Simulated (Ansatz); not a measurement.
Reaction (substitution at a C–F bond): `OC(F)S[SiH3]` + H₂S → `OC(S)S[SiH3]` + H–F

Isolated molecules relaxed with PBE0-D4/def2-TZVP in Ansatz; ΔE leaves out vibrations. CCSD(T)/CBS adds triple-zeta CCSD(T) − MP2 to the extrapolated MP2 energy (def2 sets, frozen cores). This one scheme is used for every species. Functionals use def2-TZVPP. B3LYP here is the variant with VWN-RPA as its local correlation; programs differ in this. Each species was taken in one conformer, which may not be the lowest.

```csv
level,ΔE (kJ/mol),difference from CCSD(T)/CBS
PBE-D4,3.2,8.9
r2SCAN-D4,11.7,17.4
B3LYP-D4,7.3,13.0
ωB97M-V,10.3,16.0
B2PLYP,8.6,14.3
PBE,9.5,15.2
r2SCAN,13.3,19.0
PBE0,8.9,14.6
B3LYP,17.7,23.4
SCS-MP2/def2-TZVPP,-1.7,4.0
CCSD/def2-TZVPP,6.6,12.3
CCSD(T)/def2-TZVPP,2.5,8.2
HF/def2-QZVPP,28.5,34.2
MP2/def2-QZVPP,-15.4,-9.7
SCS-MP2/def2-QZVPP,-6.5,-0.8
MP2/CBS(def2),-18.8,-13.1
CCSD(T)/CBS,-5.7,0
```

Largest T1 diagnostic among the species: 0.012.

In def2-TZVPP, CCSD(T) changes the Hartree–Fock value by −26.4 kJ/mol (the triples alone add −4.1 kJ/mol) and MP2 by −39.5 kJ/mol. The D4 term adds −10.4 kJ/mol with B3LYP and −5.6 kJ/mol with PBE0; it sums over pairs of atoms, weighted by their polarisabilities, and B3LYP, whose exchange is more repulsive, gets the larger term.
